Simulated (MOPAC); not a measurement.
MOPAC input (PM6):

```
PM6 1SCF GEO-OK AUX(PRECISION=9) THREADS=1
H2Ge

Ge   -0.00295088 1   -0.00102521 1    0.06606827 1
H     0.03968345 1   -1.12074649 1   -1.07507425 1
H     0.05474478 1    1.15355319 1   -1.03911028 1
```

Output:

```
 *******************************************************************************
 **                                                                           **
 **                              MOPAC v23.2.5                                **
 **                                                                           **
 *******************************************************************************
 ** MOPAC's Digital Object Identifier: https://doi.org/10.5281/zenodo.6511958 **
 **                                                                           **
 ** Please cite the open-source release paper for use of this MOPAC version:  **
 ** J. E. Moussa and J. J. P. Stewart (2026)                                  **
 ** MOPAC: An open-source semiempirical molecular orbital program             **
 ** J. Open Source Softw., 11(119), 8025, https://doi.org/10.21105/joss.08025 **
 *******************************************************************************

                              PM6 CALCULATION RESULTS

 *******************************************************************************
 *  PM6        - The PM6 Hamiltonian to be used
 *  GEO-OK     - OVERRIDE INTERATOMIC DISTANCE AND OTHER SAFETY CHECKS
 *  1SCF       - DO 1 SCF AND THEN STOP
 *  AUX        - OUTPUT AUXILIARY INFORMATION
 *******************************************************************************
PM6 1SCF GEO-OK AUX(PRECISION=9) THREADS=1
 H2Ge

   ATOM   CHEMICAL          X               Y               Z
  NUMBER   SYMBOL      (ANGSTROMS)     (ANGSTROMS)     (ANGSTROMS)

     1      Ge         -0.00295088  *  -0.00102521  *   0.06606827  *
     2       H          0.03968345  *  -1.12074649  *  -1.07507425  *
     3       H          0.05474478  *   1.15355319  *  -1.03911028  *

          CARTESIAN COORDINATES

    NO.       ATOM           X           Y           Z

     1        Ge         -0.0030     -0.0010      0.0661
     2         H          0.0397     -1.1207     -1.0751
     3         H          0.0547      1.1536     -1.0391

 General Reference for PM6:
 "Optimization of Parameters for Semiempirical Methods V: Modification of NDDO Approximations
 and Application to 70 Elements", J. J. P. Stewart, J. Mol. Mod., 13, 1173-1213 (2007)
 URL: https://link.springer.com/article/10.1007/s00894-007-0233-4

           Empirical Formula: H2 Ge  =     3 atoms

      MOLECULAR POINT GROUP   :   C2v

      RHF CALCULATION, NO. OF DOUBLY OCCUPIED LEVELS = 3

 -------------------------------------------------------------------------------
 PM6 1SCF GEO-OK AUX(PRECISION=9) THREADS=1
 H2Ge

     1SCF WAS SPECIFIED, SO BFGS WAS NOT USED
     SCF FIELD WAS ACHIEVED

                              PM6 CALCULATION
                                                       MOPAC v23.2.5 Linux

          FINAL HEAT OF FORMATION =         73.36422 KCAL/MOL =     306.95588 KJ/MOL

          COSMO AREA              =         78.13 SQUARE ANGSTROMS
          COSMO VOLUME            =         64.14 CUBIC ANGSTROMS

          IONIZATION POTENTIAL    =          8.374517 EV
          HOMO LUMO ENERGIES (EV) =         -8.375 -1.966
          NO. OF FILLED LEVELS    =          3
          MOLECULAR WEIGHT        =         74.6058         POINT GROUP:  C2v

          MOLECULAR DIMENSIONS (Angstroms)

            Atom       Atom       Distance
            H     3    H     2     2.27463
            H     2   Ge     1     1.12442
            H     3    H     2     0.00000

          SCF CALCULATIONS        =          1

   ATOM   CHEMICAL          X               Y               Z
  NUMBER   SYMBOL      (ANGSTROMS)     (ANGSTROMS)     (ANGSTROMS)

     1      Ge         -0.00295088  *  -0.00102521  *   0.06606827  *
     2       H          0.03968345  *  -1.12074649  *  -1.07507425  *
     3       H          0.05474478  *   1.15355319  *  -1.03911028  *

                             CARTESIAN COORDINATES

   1   Ge       -0.002950880    -0.001025210     0.066068270
   2    H        0.039683450    -1.120746490    -1.075074250
   3    H        0.054744780     1.153553190    -1.039110280

           Empirical Formula: H2 Ge  =     3 atoms

      MOLECULAR POINT GROUP   :   C2v

                  EIGENVALUES
 -16.56198 -10.63179  -8.37452  -1.96635   2.36556   3.37616

              NET ATOMIC CHARGES AND DIPOLE CONTRIBUTIONS

  ATOM NO.   TYPE          CHARGE      No. of ELECS.   s-Pop       p-Pop
    1         Ge           0.008837        3.9912     1.70352     2.28764
    2          H          -0.004419        1.0044     1.00442
    3          H          -0.004419        1.0044     1.00442
 DIPOLE           X         Y         Z       TOTAL
 POINT-CHG.    -0.002    -0.001     0.048     0.048
 HYBRID         0.105     0.036    -2.352     2.355
 SUM            0.103     0.036    -2.304     2.307

          ATOMIC ORBITAL ELECTRON POPULATIONS

     Atom    s        px        py        pz
    1 Ge   1.70352   0.00265   0.97981   1.30519
    2  H   1.00442
    3  H   1.00442

 **********************
 *                    *
 * JOB ENDED NORMALLY *
 *                    *
 **********************

 == MOPAC DONE ==
```
